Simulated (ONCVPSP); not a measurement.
## Logarithmic derivatives: B (Z = 5), ONCV

* Element: B
* Generator: ONCVPSP 4.0.1
* Type: optimised norm-conserving Vanderbilt (ONCV)
* Functional: PBEsol
* Relativity: scalar-relativistic
* Frozen core: [He]
* Valence charge: 3
* Reference configuration: 2s2 2p1
* Partial waves: 2s: rc 1.10 bohr, ncon 4, nbas 8, qcut 5 1/bohr, 2 projectors, debl 3.8 Ha; 2p: rc 2.55 bohr, ncon 4, nbas 8, qcut 5.2 1/bohr, 2 projectors, debl 3.4 Ha
* Local potential: polynomial inside 0.95 bohr (lpopt 5, dvloc0 0 Ha)
* Core correction: Teter function, fcfact 4.5, rcfact 1.15

The phase is arctan(r·R′/R) of the radial function R(r), unwrapped; energies in Ha, scanned from -2 to 5 Ha. A pole is an energy at which the radial function vanishes at the test radius. The pseudo phase is shifted by a multiple of π to meet the all-electron one at the reference energy, and phase errors are pseudo minus all-electron; the curves can meet again beyond the range given. Levels narrower than the energy grid can be missing from the lists of poles.

For each channel, where are the poles, and over which energies does the pseudopotential scatter like the atom?

| channel | radius (bohr) | reference energy (Ha) | poles, all-electron | poles, pseudo | unbroken range about the reference energy with phases within 0.05 rad | phase error 1 Ha above the reference energy (rad) |
| --- | --- | --- | --- | --- | --- | --- |
| s | 1.12 | -0.34 | none | none | the whole range | -0.001 |
| p | 2.60 | -0.13 | 0.18, 2.54 | 0.19, 2.56 | below 0.7 | +0.105 |

Phases in the p channel:

```json
{"E (Ha)": "-1.98", "all-electron": "1.318", "pseudo": "1.319"}
{"E (Ha)": "-1.80", "all-electron": "1.301", "pseudo": "1.301"}
{"E (Ha)": "-1.62", "all-electron": "1.280", "pseudo": "1.280"}
{"E (Ha)": "-1.44", "all-electron": "1.253", "pseudo": "1.254"}
{"E (Ha)": "-1.26", "all-electron": "1.218", "pseudo": "1.219"}
{"E (Ha)": "-1.08", "all-electron": "1.170", "pseudo": "1.170"}
{"E (Ha)": "-0.90", "all-electron": "1.097", "pseudo": "1.098"}
{"E (Ha)": "-0.72", "all-electron": "0.975", "pseudo": "0.977"}
{"E (Ha)": "-0.54", "all-electron": "0.722", "pseudo": "0.726"}
{"E (Ha)": "-0.36", "all-electron": "0.072", "pseudo": "0.076"}
{"E (Ha)": "-0.18", "all-electron": "-0.897", "pseudo": "-0.897"}
{"E (Ha)": "0.00", "all-electron": "-1.355", "pseudo": "-1.354"}
{"E (Ha)": "0.18", "all-electron": "-1.568", "pseudo": "-1.565"}
{"E (Ha)": "0.36", "all-electron": "-1.719", "pseudo": "-1.711"}
{"E (Ha)": "0.54", "all-electron": "-1.877", "pseudo": "-1.861"}
{"E (Ha)": "0.72", "all-electron": "-2.124", "pseudo": "-2.080"}
{"E (Ha)": "0.90", "all-electron": "-2.661", "pseudo": "-2.537"}
{"E (Ha)": "1.08", "all-electron": "-3.583", "pseudo": "-3.421"}
{"E (Ha)": "1.26", "all-electron": "-4.125", "pseudo": "-4.052"}
{"E (Ha)": "1.44", "all-electron": "-4.354", "pseudo": "-4.320"}
{"E (Ha)": "1.62", "all-electron": "-4.474", "pseudo": "-4.455"}
{"E (Ha)": "1.80", "all-electron": "-4.549", "pseudo": "-4.537"}
{"E (Ha)": "1.98", "all-electron": "-4.603", "pseudo": "-4.594"}
{"E (Ha)": "2.16", "all-electron": "-4.644", "pseudo": "-4.638"}
{"E (Ha)": "2.34", "all-electron": "-4.678", "pseudo": "-4.674"}
{"E (Ha)": "2.52", "all-electron": "-4.709", "pseudo": "-4.706"}
{"E (Ha)": "2.70", "all-electron": "-4.739", "pseudo": "-4.737"}
{"E (Ha)": "2.88", "all-electron": "-4.769", "pseudo": "-4.768"}
{"E (Ha)": "3.06", "all-electron": "-4.803", "pseudo": "-4.802"}
{"E (Ha)": "3.24", "all-electron": "-4.842", "pseudo": "-4.842"}
{"E (Ha)": "3.42", "all-electron": "-4.894", "pseudo": "-4.894"}
{"E (Ha)": "3.60", "all-electron": "-4.972", "pseudo": "-4.969"}
{"E (Ha)": "3.78", "all-electron": "-5.107", "pseudo": "-5.094"}
{"E (Ha)": "3.96", "all-electron": "-5.411", "pseudo": "-5.351"}
{"E (Ha)": "4.14", "all-electron": "-6.224", "pseudo": "-5.998"}
{"E (Ha)": "4.32", "all-electron": "-7.094", "pseudo": "-6.905"}
{"E (Ha)": "4.50", "all-electron": "-7.426", "pseudo": "-7.328"}
{"E (Ha)": "4.68", "all-electron": "-7.568", "pseudo": "-7.506"}
{"E (Ha)": "4.86", "all-electron": "-7.646", "pseudo": "-7.600"}
```
